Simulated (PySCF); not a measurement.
`CC1=C[PH2+]C(C)=C1`: 4 charge schemes on one density

C6H10P (charge +1).
Geometry (GFN2-xTB, Å), atoms numbered from 1 in this order:
```
atom  x, y, z in Å
C1     2.6503   -0.1489    0.2083
C2     1.2331    0.2057    0.0065
C3     0.7754    1.4122   -0.4140
P4    -0.9939    1.3421   -0.4979
C5    -1.0891   -0.3800    0.0576
C6    -2.3565   -1.1338    0.2272
C7     0.1782   -0.7834    0.2655
H8     2.8121   -0.4571    1.2416
H9     2.9126   -1.0005   -0.4202
H10    3.3092    0.6822   -0.0233
H11    1.3705    2.2737   -0.6593
H12   -1.5306    1.5379   -1.7494
H13   -1.6548    2.2164    0.3335
H14   -2.1512   -2.1455    0.5677
H15   -3.0039   -0.6463    0.9560
H16   -2.9046   -1.1890   -0.7132
H17    0.4362   -1.7738    0.6034
```

Density: PBE0/pcSseg-1 (PySCF); schemes: Mulliken, IAO, Hirshfeld and ESP-fitted. Isolated species at its GFN2-xTB geometry, gas phase.

Q: For which atoms does the sign change between the 4 schemes (beyond +0.03 e in one, beyond −0.03 e in another)?

A: C2 and C7. Atomic charges aren't observables, and each scheme defines them in its own way.

Q: Do the Mulliken, IAO, Hirshfeld and ESP-fitted schemes agree on where the charge is highest?

A: All schemes agree: Mulliken P4 (+0.699); IAO P4 (+0.913); Hirshfeld P4 (+0.468); ESP-fitted P4 (+0.581).

Q: At which atom do the 4 schemes differ most?

A: At C2: from -0.268 (Mulliken) to +0.375 e (ESP-fitted), 0.643 e apart.

Q: Give the atomic charges in each scheme.

A: In e:

| atom | environment | Mulliken | IAO | Hirshfeld | ESP-fitted |
| --- | --- | --- | --- | --- | --- |
| C1 | allylic carbon | -0.095 | -0.434 | -0.091 | -0.595 |
| C2 | fully substituted alkene carbon | -0.268 | +0.099 | +0.067 | +0.375 |
| C3 | alkene CH carbon | -0.341 | -0.440 | -0.099 | -0.570 |
| P4 | phosphonium phosphorus | +0.699 | +0.913 | +0.468 | +0.581 |
| C5 | fully substituted alkene carbon | -0.605 | -0.175 | -0.005 | +0.001 |
| C6 | allylic carbon | -0.101 | -0.433 | -0.099 | -0.532 |
| C7 | alkene CH carbon | +0.128 | -0.126 | -0.004 | -0.202 |
| H8 | methyl hydrogen | +0.172 | +0.187 | +0.077 | +0.211 |
| H9 | methyl hydrogen | +0.172 | +0.187 | +0.077 | +0.210 |
| H10 | methyl hydrogen | +0.153 | +0.178 | +0.072 | +0.212 |
| H11 | vinylic hydrogen | +0.149 | +0.202 | +0.080 | +0.278 |
| H12 | P–H hydrogen | +0.165 | +0.053 | +0.077 | +0.108 |
| H13 | P–H hydrogen | +0.165 | +0.053 | +0.077 | +0.109 |
| H14 | methyl hydrogen | +0.161 | +0.186 | +0.077 | +0.216 |
| H15 | methyl hydrogen | +0.161 | +0.178 | +0.068 | +0.190 |
| H16 | methyl hydrogen | +0.161 | +0.178 | +0.068 | +0.190 |
| H17 | vinylic hydrogen | +0.124 | +0.194 | +0.089 | +0.219 |

Mean size of the charges over all atoms: ESP-fitted 0.282 e, IAO 0.248 e, Mulliken 0.225 e, Hirshfeld 0.094 e. Each set sums to the total charge, 1, to within 0.001 e. The Mulliken scheme counts on each atom the diagonal of the density matrix times the overlap matrix over that atom's basis functions.

Q: Sum the charges by element, for elements with more than one atom.

A: 
```json
{"element": "C", "atoms": "6", "Mulliken": "-1.283", "IAO": "-1.510", "Hirshfeld": "-0.231", "ESP-fitted": "-1.523"}
{"element": "H", "atoms": "10", "Mulliken": "+1.583", "IAO": "+1.597", "Hirshfeld": "+0.762", "ESP-fitted": "+1.942"}
```

Q: How closely do the schemes follow one another over all atoms?

A: Correlation coefficient and root-mean-square difference: IAO with Hirshfeld 0.96, 0.201 e; IAO with ESP-fitted 0.92, 0.131 e; Hirshfeld with ESP-fitted 0.81, 0.239 e; Mulliken with IAO 0.77, 0.203 e; Mulliken with Hirshfeld 0.75, 0.199 e; Mulliken with ESP-fitted 0.54, 0.291 e.

Q: How many electrons does the Hirshfeld scheme count on C7?

A: Z − q = 6 − (-0.004) = 6.004.
